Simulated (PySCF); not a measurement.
Computed vibrations of Pt(H2S)2

Pt(H2S)2 (singlet). PySCF 2.14.0, RKS BP86, Pt def2-SVP with ECP60, S def2-SVP, H def2-SVP; non-relativistic Hamiltonian with scalar-relativistic core potentials where named; density fitting; no spin-orbit coupling. Central differences of gradients.

```xyz
7

Pt    0.0283    0.0000    0.0000
S    -0.1163    0.0170    2.2498
H     1.1806   -0.0181    2.7200
H    -0.2315    1.3440    2.6058
S    -0.1163   -0.0170   -2.2498
H     1.1806    0.0181   -2.7200
H    -0.2315   -1.3440   -2.6058
```

Run from Python with OMP_NUM_THREADS=2. Where DIIS fails, smearing, a level shift and second-order steps follow.
It took 42 s on 2 threads of Arm Neoverse V2, on a shared host.

Task: What are the harmonic wavenumbers and infrared intensities?

Result: Modes are labelled in C2; negative numbers are unstable modes, those under 60 cm⁻¹ near the noise; a finer grid moves soft modes by up to 10 cm⁻¹.
| cm⁻¹ | km/mol | symmetry |
| --- | --- | --- |
| 86 | 1.4 | a |
| 87 | 11.9 | b |
| 116 | 17.6 | a |
| 299 | 30.3 | b |
| 346 | 0.1 | a |
| 531 | 3.8 | b |
| 538 | 0.8 | a |
| 611 | 0.8 | b |
| 643 | 0.0 | a |
| 1127 | 73.4 | b |
| 1134 | 0.1 | a |
| 2447 | 143.9 | b |
| 2449 | 0.7 | a |
| 2454 | 113.5 | b |
| 2464 | 0.8 | a |

Task: Is this a minimum?

Result: Yes. Ideal gas at 298.15 K and 1 bar: S = 342.3 J/(mol K), Cp = 91.5 J/(mol K), H − H(0 K) = 19.8 kJ/mol (rigid rotor, harmonic modes, spin degeneracy alone).
